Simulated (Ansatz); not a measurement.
Stepwise reaction of `[OH][Mo]([F])([F])([F])([F])[F]` with methanol, as a gas-phase model of exchange steps in deposition or etching. ΔE in kJ/mol; ΔG adds harmonic PBE0-D4 terms to CCSD(T)/CBS, at 1 bar.

Calculated with Ansatz (gas phase, PBE0-D4/def2-TZVP geometries, no zero-point term in ΔE). CCSD(T)/CBS is the MP2 limit (def2-TZVPP, def2-QZVPP) plus CCSD(T) − MP2 in def2-TZVPP, frozen cores. This one scheme is used for every species. Functionals use def2-TZVPP. B3LYP here is the variant with VWN-RPA as its local correlation; programs differ in this. def2 core potentials past Kr. For Mo outer-core shells are correlated without core-valence functions, which leaves a few kJ/mol of doubt a bond. One conformer a species, not always the lowest.

| step | reaction | PBE-D4 | B3LYP-D4 | ωB97M-V | CCSD(T)/CBS | ΔG(400 K) |
| --- | --- | --- | --- | --- | --- | --- |
| 1 | `[OH][Mo]([F])([F])([F])([F])[F]` + CH₃OH → `C[O][Mo]([OH])([F])([F])([F])[F]` + H–F | -21.6 | -26.3 | -18.7 | -41.5 | -36.3 |

(1) Give the row of step 2, `C[O][Mo]([OH])([F])([F])([F])[F]` + CH₃OH → `C[O][Mo]([OH])([F])([F])([F])[O]C` + H–F. (Estimate.)

(2) By hand: ΔE of the 2 steps together at CCSD(T)/CBS.

Answers

(1) Computed: 
```
step                                                                                reaction  PBE-D4  B3LYP-D4  ωB97M-V  CCSD(T)/CBS  ΔG(400 K)
   2  `C[O][Mo]([OH])([F])([F])([F])[F]` + CH₃OH → `C[O][Mo]([OH])([F])([F])([F])[O]C` + H–F    -6.3      -9.6     -4.4        -24.3      -14.2
```

(2) (-41.5) + (-24.3) = -65.8 kJ/mol, or -32.9 kJ/mol a step.

In ΔE each step is higher than the one before. All are downhill at CCSD(T)/CBS. ΔG lies between -36.3 and -14.2 kJ/mol a step. PBE-D4 differs from CCSD(T)/CBS by 18.0 to 19.9 kJ/mol a step. Only this route is followed, and other bonds may react first. Isolated molecules leave out the surface, adducts and barriers. Largest T1 diagnostic: 0.025.
